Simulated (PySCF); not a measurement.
# Bond energies at r²SCAN/def2-SVP beside a composite method

PySCF, lowest determinants of a PBE0 search. The composite is CCSD(T) extrapolated to the basis-set limit from two correlation-consistent sets, with core-valence (CV) and scalar-relativistic (SR) terms as its label shows; it has no spin–orbit coupling and nothing beyond (T).

```tsv
species	state (unpaired electrons)	De r²SCAN (eV)	De composite (eV)	composite	dissociates to
NaI	singlet (closed shell)	3.37	3.34	CCSD(T)/CBS(DT)+CV	Na + I
SeF	doublet (π ↑)	3.38	3.44	CCSD(T)/CBS(TQ)+CV	Se + F
AsS	doublet (π ↑)	3.97	3.80	CCSD(T)/CBS(DT)	As + S
CsH	singlet (closed shell)	1.68	1.85	CCSD(T)/CBS(TQ)	Cs + H
InCl	singlet (closed shell)	4.62	4.61	CCSD(T)/CBS(DT)+CV	In + Cl
CdI	doublet (σ ↑)	1.39	1.13	CCSD(T)/CBS(DT)	Cd + I
Te2	triplet (π ↑↑)	3.07	2.92	CCSD(T)/CBS(TQ)	Te + Te
SbF	triplet (π ↑↑)	3.92	4.12	CCSD(T)/CBS(DT)	Sb + F
```

Q: Does r²SCAN bind more or less than the composite, by how much on average, and where is the difference largest?

A: r²SCAN/def2-SVP binds about as much on average, method and basis taken together: the mean signed difference is +0.02 eV and the mean absolute one 0.13 eV; it is largest for CdI (+0.26 eV).

The molecules are drawn from runs that passed checks on state, spin purity and fit, so the hardest cases are missing and the errors look smaller than over all diatomics.

Correlated steps freeze the inner cores (5 to 23 orbitals); shallow outer-core shells are correlated. Spin–orbit coupling is left out, which matters for elements this heavy, above all for dissociation energies. Where the molecule has an RHF reference, its open-shell atoms are computed with UHF. States were picked by a PBE0 search and need not be the measured ground states.
